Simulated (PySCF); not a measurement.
Molfile (atoms numbered from 1):
```
C7H12BN
     RDKit          3D

 21 21  0  0  0  0  0  0  0  0999 V2000
    2.2745   -0.7846   -0.5959 C   0  0  0  0  0  0  0  0  0  0  0  0
    0.8938   -0.4763   -0.0250 C   0  0  2  0  0  0  0  0  0  0  0  0
   -0.2131   -1.3627   -0.6067 C   0  0  0  0  0  0  0  0  0  0  0  0
   -1.6058   -0.9995   -0.1059 C   0  0  0  0  0  0  0  0  0  0  0  0
   -1.9940    0.4318   -0.4619 C   0  0  0  0  0  0  0  0  0  0  0  0
   -1.0217    1.4589    0.1183 C   0  0  0  0  0  0  0  0  0  0  0  0
    0.4817    1.0334    0.0558 B   0  0  0  0  0  0  0  0  0  0  0  0
    1.5834    2.1121    0.2358 C   0  0  0  0  0  0  0  0  0  0  0  0
    2.4130    2.9154    0.3570 N   0  0  0  0  0  0  0  0  0  0  0  0
    2.5258   -1.8508   -0.4813 H   0  0  0  0  0  0  0  0  0  0  0  0
    2.3160   -0.5522   -1.6720 H   0  0  0  0  0  0  0  0  0  0  0  0
    3.0620   -0.1948   -0.1037 H   0  0  0  0  0  0  0  0  0  0  0  0
    0.9333   -0.6827    1.0740 H   0  0  0  0  0  0  0  0  0  0  0  0
    0.0066   -2.4218   -0.3888 H   0  0  0  0  0  0  0  0  0  0  0  0
   -0.1918   -1.2745   -1.7087 H   0  0  0  0  0  0  0  0  0  0  0  0
   -1.6478   -1.1304    0.9916 H   0  0  0  0  0  0  0  0  0  0  0  0
   -2.3464   -1.7010   -0.5226 H   0  0  0  0  0  0  0  0  0  0  0  0
   -3.0234    0.6414   -0.1290 H   0  0  0  0  0  0  0  0  0  0  0  0
   -2.0073    0.5312   -1.5617 H   0  0  0  0  0  0  0  0  0  0  0  0
   -1.1853    2.4739   -0.2784 H   0  0  0  0  0  0  0  0  0  0  0  0
   -1.1911    1.5688    1.2130 H   0  0  0  0  0  0  0  0  0  0  0  0
  1  2  1  0
  2  3  1  0
  3  4  1  0
  4  5  1  0
  5  6  1  0
  6  7  1  0
  7  8  1  0
  8  9  3  0
  7  2  1  0
  1 10  1  0
  1 11  1  0
  1 12  1  0
  2 13  1  1
  3 14  1  0
  3 15  1  0
  4 16  1  0
  4 17  1  0
  5 18  1  0
  5 19  1  0
  6 20  1  0
  6 21  1  0
M  END
```

Geometry: PBE0-D3(BJ)/def2-SVP; GIAO shifts from PySCF 2.14.0 with density-fitted response routines, gas phase, non-relativistic, averaged over equivalent atoms.

At CAM-B3LYP/pcSseg-1 (213 basis functions, 39 s wall time on 1 thread of an Intel Xeon 6975P-C, shared host):
| atoms | δ (ppm) |
| --- | --- |
| C8 | 130.8 |
| C2 | 38.4 |
| C3 | 34.3 |
| C6 | 29.3 |
| C4 | 29.2 |
| C5 | 24.8 |
| C1 | 18.1 |
| B7 | 77.1 |
| N9 | 392.0 |
| H20 | 1.85 |
| H17 | 1.81 |
| H18 | 1.79 |
| H14 | 1.79 |
| H16 | 1.36 |
| H10/H11/H12 | 1.33 |
| H19 | 1.25 |
| H15 | 1.13 |
| H21 | 0.74 |
| H13 | 0.38 |

References, each an isolated molecule treated in the same way: 13C (σ = 182.45 ppm) and 1H (σ = 31.33 ppm) against TMS; 11B (σ = 99.35 ppm) vs BF3·OEt2; 15N (σ = 267.29 ppm) against NH3.

Q: Estimate the result of repeating the calculation with PBE0/pcSseg-1.

A: 
```json
{"atoms": "C8", "δ at PBE0/pcSseg-1": "131.2", "change": "+0.4"}
{"atoms": "C2", "δ at PBE0/pcSseg-1": "39.1", "change": "+0.7"}
{"atoms": "C3", "δ at PBE0/pcSseg-1": "34.1", "change": "-0.2"}
{"atoms": "C6", "δ at PBE0/pcSseg-1": "30.0", "change": "+0.7"}
{"atoms": "C4", "δ at PBE0/pcSseg-1": "29.2", "change": "+0.0"}
{"atoms": "C5", "δ at PBE0/pcSseg-1": "24.9", "change": "+0.1"}
{"atoms": "C1", "δ at PBE0/pcSseg-1": "18.6", "change": "+0.5"}
{"atoms": "B7", "δ at PBE0/pcSseg-1": "73.8", "change": "-3.3"}
{"atoms": "N9", "δ at PBE0/pcSseg-1": "389.1", "change": "-2.9"}
{"atoms": "H20", "δ at PBE0/pcSseg-1": "1.94", "change": "+0.09"}
{"atoms": "H17", "δ at PBE0/pcSseg-1": "1.84", "change": "+0.03"}
{"atoms": "H18", "δ at PBE0/pcSseg-1": "1.82", "change": "+0.03"}
{"atoms": "H14", "δ at PBE0/pcSseg-1": "1.82", "change": "+0.03"}
{"atoms": "H16", "δ at PBE0/pcSseg-1": "1.40", "change": "+0.04"}
{"atoms": "H10/H11/H12", "δ at PBE0/pcSseg-1": "1.34", "change": "+0.01"}
{"atoms": "H19", "δ at PBE0/pcSseg-1": "1.28", "change": "+0.03"}
{"atoms": "H15", "δ at PBE0/pcSseg-1": "1.15", "change": "+0.02"}
{"atoms": "H21", "δ at PBE0/pcSseg-1": "0.80", "change": "+0.06"}
{"atoms": "H13", "δ at PBE0/pcSseg-1": "0.47", "change": "+0.09"}
```

Referencing at the same level of theory: 13C (184.41 ppm), 1H (31.27 ppm) vs TMS; 11B (100.73 ppm) against BF3·OEt2; 15N (265.67 ppm) against NH3.

The largest change is at B7 (boron bonded to 3 C, in a 6-membered ring). Cost: 213 basis functions, 35 s wall time on 1 thread of an Intel Xeon 6975P-C, shared host. The order of the carbon signals is the same at both levels.

A carbon bonded to boron is broadened by the quadrupolar boron nucleus and is often missing from a measured spectrum. Experimental scales use liquid or dissolved standards, which lie at an offset from isolated NH3 (liquid NH3: subtract about 20 ppm). Unscaled 15N shifts of sp2 nitrogen come out 20 to 40 ppm too high even then.
